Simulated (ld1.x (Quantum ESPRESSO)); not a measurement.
# titanium PAW: all-electron and pseudo phase curves

ld1.x (Quantum ESPRESSO) 7.5 input, shortened:

```
&input
   title='Ti', zed=22., rel=1, dft='PBE', iswitch=3,
   config='[Ar] 3d2 4s2 4p0'
 /
 &inputp
   pseudotype=3, lpaw=.true., tm=.true., lloc=-1, rcloc=1.40,
   nlcc=.true., new_core_ps=.true.,
   which_augfun='PSQ', rmatch_augfun_nc=.true.
 /
6
3S  1  0   2.00   0.00  1.35  1.75  0.0
4S  2  0   2.00   0.00  1.35  1.75  0.0
3P  2  1   6.00   0.00  1.55  2.00  0.0
4P  3  1   0.00   0.00  1.55  2.00  0.0
3D  3  2   2.00   0.00  2.05  2.60  0.0
3D  3  2   0.00   0.65  2.05  2.60  0.0
 &test
   configts(1)='3s2 3p6 3d2 4s2 4p0'
 /
```

The phase is arctan(r·u′/u) with u = r·R(r), unwrapped; energies in Ry, scanned from -7 to 5 Ry. A pole is an energy at which the radial function vanishes at the test radius. The pseudo phase is shifted by a multiple of π to meet the all-electron one at the reference energy, and phase errors are pseudo minus all-electron; the curves can meet again beyond the range given. Levels narrower than the energy grid can be missing from the lists of poles.

Question: For each channel, where are the poles, and over which energies does the pseudopotential scatter like the atom?

Answer:

```
channel  radius (bohr)  reference energy (Ry)  poles, all-electron       poles, pseudo  unbroken range about the reference energy with phases within 0.05 rad  phase error 1 Ry above the reference energy (rad)
      s           2.87                  -0.33          -4.59, 1.59         -4.59, 1.60                                                              below 4.3                                             +0.000
      p           2.87                  -0.11          -2.83, 2.42  -2.83, -1.36, 1.73                                                            -1.1 to 0.3                                             -0.090
      d           2.87                  -0.31          -0.12, 3.75         -0.12, 1.67                                                              below 1.0                                             -0.000
```

The ghost test of this file was not conclusive. Its overlap operator is not positive definite in a basis up to 400 Ry (lowest eigenvalue p -3.30, d -0.42), so the file is unfit for use: the generalised eigenproblem breaks down once the basis is large enough, and its test numbers describe a broken file.

Phases in the p channel:

```
E (Ry)  all-electron  pseudo
 -7.00         1.433   4.575
 -6.48         1.427   4.569
 -5.96         1.420   4.562
 -5.44         1.412   4.554
 -4.92         1.403   4.545
 -4.40         1.391   4.533
 -3.88         1.374   4.518
 -3.36         1.346   4.491
 -2.84        -1.510   1.633
 -2.32        -1.794   1.355
 -1.80        -1.841   1.319
 -1.28        -1.903  -2.057
 -0.76        -2.010  -2.025
 -0.24        -2.264  -2.265
  0.28        -3.126  -3.166
  0.80        -4.178  -4.270
  1.32        -4.500  -4.590
  1.84        -4.630  -4.739
  2.36        -4.705  -4.870
  2.88        -4.762  -5.088
  3.40        -4.816  -5.931
  3.92        -4.880  -7.280
  4.44        -4.977  -7.585
  4.96        -5.187  -7.695
```
